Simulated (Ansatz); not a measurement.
Calculated with Ansatz (gas phase, PBE0-D4/def2-TZVP geometries, no zero-point term in ΔE). CCSD(T)/CBS is the MP2 limit (def2-TZVPP, def2-QZVPP) plus CCSD(T) − MP2 in def2-TZVPP, frozen cores. This one scheme is used for every species. Functionals use def2-TZVPP. B3LYP here is the variant with VWN-RPA as its local correlation; programs differ in this. Each species was taken in one conformer, which may not be the lowest.

Consider the ligand exchange at the Si–O bond: `CO[SiH](O)O` + `O[Si](O)(F)F` → `O[SiH](O)O[Si](O)(F)F` + CH₃OH.

| level | ΔE (kJ/mol) |
| --- | --- |
| B2PLYP | -21.2 |
| B3LYP | -20.2 |

Task: What does CCSD(T)/CBS give? (Best estimate.)

Result: Ansatz gave: -24.3 kJ/mol. The listed levels differ from it by 3.1, 4.1 kJ/mol.

Largest T1 diagnostic among the species: 0.012.

The D4 term adds −5.9 kJ/mol with B3LYP and −3.5 kJ/mol with PBE0; it sums over pairs of atoms, weighted by their polarisabilities, and B3LYP, whose exchange is more repulsive, gets the larger term.
